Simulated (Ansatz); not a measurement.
Cost and result for the atomization energy of CH4ClNOSi (`N=C(Cl)[SiH2]O`) (9 atoms, 8 bonds).

```xyz
9

N    -0.445   -1.106   -1.136
C    -0.298    0.099   -0.833
Cl   -0.653    1.439   -1.929
Si    0.339    0.568    0.890
O     0.578   -0.850    1.669
H    -0.791   -1.274   -2.080
H    -0.685    1.406    1.556
H     1.596    1.337    0.731
H     0.359   -1.619    1.131
```

Total charge 0; spin multiplicity 1. All single points use the PBE0-D4/def2-TZVP geometry. It is one conformer, not always the lowest. Program: Ansatz. All runs use 4 threads of an Intel Xeon on a shared host. Times are those of one run each, without the atoms' runs, and a repeat can differ threefold. Electronic energies, without spin–orbit coupling; frozen cores. CCSD(T)/CBS adds CCSD(T) − MP2 in def2-TZVPP to the MP2 limit, and its time is that of the two runs behind it. T1 = 0.013. HSE06 is the plane-wave form, built on full-range PBE exchange.

CCSD(T)/CBS is a level of theory with its own doubt, some kJ/mol a heavy atom from the limit and from the frozen cores, so smaller differences don't rank the functionals.

```json
{"level": "LDA (SPW92)/def2-TZVPP", "functions": "233", "wall time": "0.95 s"}
{"level": "PBE-D4/def2-TZVPP (with forces)", "functions": "233", "wall time": "1.7 s"}
{"level": "BHLYP-D4/def2-TZVPP", "functions": "233", "wall time": "2.2 s"}
{"level": "HSE06-D4/def2-TZVPP", "functions": "233", "wall time": "2.4 s"}
{"level": "CCSD(T)/def2-SVP", "functions": "98", "wall time": "2.5 s"}
{"level": "r2SCAN-D4/def2-TZVPP (with forces)", "functions": "233", "wall time": "3.1 s"}
{"level": "r2SCANh-D4/def2-TZVPP", "functions": "233", "wall time": "3.3 s"}
{"level": "B2PLYP/def2-TZVPP", "functions": "233", "wall time": "3.8 s"}
{"level": "ωB97X-V/def2-TZVPP", "functions": "233", "wall time": "4.9 s"}
{"level": "ωB97M-V/def2-TZVPP (with forces)", "functions": "233", "wall time": "7 s"}
{"level": "MP2/def2-QZVPP", "functions": "431", "wall time": "13 s"}
{"level": "CCSD(T)/def2-TZVPP", "functions": "233", "wall time": "53 s"}
{"level": "CCSD(T)/CBS(def2)", "functions": "–", "wall time": "65 s"}
```

Q: What atomization energy does each give, and how far from CCSD(T)/CBS? (An estimate is asked.)

A: Ansatz gave: 
| level | atomization (kJ/mol) | difference from CCSD(T)/CBS | per bond |
| --- | --- | --- | --- |
| LDA (SPW92)/def2-TZVPP | 3784.4 | 532.9 | 66.6 |
| PBE-D4/def2-TZVPP (with forces) | 3340.9 | 89.4 | 11.2 |
| BHLYP-D4/def2-TZVPP | 3110.5 | -141.0 | -17.6 |
| HSE06-D4/def2-TZVPP | 3246.1 | -5.4 | -0.7 |
| CCSD(T)/def2-SVP | 2990.4 | -261.1 | -32.6 |
| r2SCAN-D4/def2-TZVPP (with forces) | 3254.6 | 3.1 | 0.4 |
| r2SCANh-D4/def2-TZVPP | 3220.5 | -31.0 | -3.9 |
| B2PLYP/def2-TZVPP | 3209.6 | -41.9 | -5.2 |
| ωB97X-V/def2-TZVPP | 3261.8 | 10.3 | 1.3 |
| ωB97M-V/def2-TZVPP (with forces) | 3264.2 | 12.7 | 1.6 |
| MP2/def2-QZVPP | 3290.0 | 38.5 | 4.8 |
| CCSD(T)/def2-TZVPP | 3140.6 | -110.9 | -13.9 |
| CCSD(T)/CBS(def2) | 3251.5 | 0.0 | 0.0 |

From r2SCAN to r2SCAN0 (25 % exact exchange), in def2-TZVPP and without D4, the atomization energy moves by −83.9 kJ/mol: exact exchange takes away binding that semilocal exchange gives to molecules. The D4 term adds +34.4 kJ/mol with B3LYP and +17.9 kJ/mol with PBE0; it sums over pairs of atoms, weighted by their polarisabilities, and B3LYP, whose exchange is more repulsive, gets the larger term. At CCSD(T), def2-SVP lies −261.2 kJ/mol from the extrapolated value and def2-TZVPP −110.9 kJ/mol: correlation converges slowly with the basis, and small sets miss more of it in the bonded molecule than in its fragments.

B3LYP here is the variant with VWN-RPA as its local correlation; programs differ in this.
